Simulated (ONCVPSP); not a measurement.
Ranking ONCV potentials for vanadium (V)

All share these settings but for the change named:

V (Z = 23), optimised norm-conserving Vanderbilt (ONCV), made with ONCVPSP 4.0.1 (PBE, fully relativistic). Core [Ne], reference 3s2 3p6 3d3 (charge +2). Waves: 3s: rc 1.50 bohr, ncon 5, nbas 8, qcut 10.3 1/bohr, 2 projectors, debl 3.2 Ha; 3p: rc 1.50 bohr, ncon 4, nbas 8, qcut 8.2 1/bohr, 2 projectors, debl 1.3 Ha; 3d: rc 2.30 bohr, ncon 5, nbas 10, qcut 6.3 1/bohr, 2 projectors, debl 2.8 Ha. Local part: polynomial inside 1.15 bohr (lpopt 5, dvloc0 0 Ha). Core correction: Teter function, fcfact 4, rcfact 1.05.

Open shells are filled in proportion to 2j + 1.

In the p channel the program set the typed energies aside and used -2.216, 0.250 Ha (j = l + 1/2; the other j can differ).

Test errors are all-electron minus pseudo excitation energies from the reference, over 3s2 3p6 3d3 4s2; 3s2 3p6 3d3 4s1; 3s2 3p6 3d2; 3s2 3p6 3d3 4p1. None of these files shows a bound ghost.

The base gives 288.4 meV.

Of 8 variants that were run, those that failed, showed a ghost or another fault, or gave nearly equal values are left out.

A variant can come out equal or close to the base, since the largest error may sit in a test that the change hardly touches while other tests move.

(1) Rank these variants by their largest absolute test error, smallest first.
A. d: qcut 6
B. d: qcut 7.1
C. d: qcut 4.8
D. d: qcut 3.9
E. d: qcut 9.3

Results:

(1) E (151.8 meV), B (233.7 meV), A (318.4 meV), C (462.6 meV), D (620.4 meV).
